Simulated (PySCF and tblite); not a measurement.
Results of a calculation; reference values are marked as such.
C₆H₁₂O, numbered as in [CH3:1][CH:2]1[CH2:3][CH2:4][O:5][CH2:6][CH2:7]1.

Geometries PBE0-D3(BJ)/def2-SVP; weights from PBE0-D3(BJ)/def2-TZVP energies and GFN2-xTB thermal corrections, with symmetry numbers and mirror pairs. Conformers within 4 kcal/mol (GFN2-xTB free energy) were kept, 7 at most. Programs: PySCF with density fitting and tblite.

Rotational constants are equilibrium values for the commonest isotopes; dipoles come from the energy level named.

The 6-ring runs over atoms 2–3–4–5–6–7.

| conformer | shape | symmetry |
| --- | --- | --- |
| 1 | 6-ring chair (all substituents equatorial) | Cs |
| 2 | 6-ring chair (C1 axial) | Cs |

Problem. Give the rotational constants and dipole components, as needed to look for these species in a jet-cooled rotational spectrum.

Solution. 
```
conformer  A (MHz)  B (MHz)  C (MHz)  abs μa (D)  abs μb (D)  abs μc (D)      κ  Ic−Ia−Ib (u Å²)
        1     4588     2231     1647        1.18        0.00        0.70  -0.60            -29.8
        2     3795     2572     1987        1.41        0.00        0.04  -0.35            -75.3
```

Problem. Which type of transition is strongest for conformer 1?

Solution. a-type, since that component is clearly the largest; the top is asymmetric (κ = -0.60).
